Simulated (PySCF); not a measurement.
CClF₂, multiplicity 2. Atoms are numbered in the order given.

```xyz
4

F     -1.0528     0.0781     1.0804
C     -0.4198    -0.3224     0.0000
F     -1.0528     0.0781    -1.0804
Cl     1.2629     0.0311     0.0000
```
Charge 0, spin multiplicity 2.

Geometry: PBE0-D3(BJ)/def2-TZVP. The isomer is the one that the SMILES or the coordinates give; other isomers of the formula were not compared.

These are PBE/def2-TZVPD (PySCF) values and carry that method's errors.

Mulliken values depend strongly on the basis, most of all with diffuse functions as here. ESP charges are fitted to the potential on shells at 1.4 to 2.0 van der Waals radii. Atomic charges (e):

| atom | ESP fit | Mulliken | meta-Löwdin | Mulliken spin |
|---|---|---|---|---|
| F1 | (withheld) | -0.12 | -0.20 | 0.06 |
| C2 | (withheld) | 0.36 | 0.38 | 0.76 |
| F3 | (withheld) | -0.12 | -0.20 | 0.06 |
| Cl4 | (withheld) | -0.12 | 0.01 | 0.11 |

**Question.** What belongs in the gaps? (An estimate is asked for; the answer gives what the named calculation found.)

**Answer.** 
- F1, ESP fit: -0.02
- C2, ESP fit: 0.04
- F3, ESP fit: -0.02
- Cl4, ESP fit: 0.01
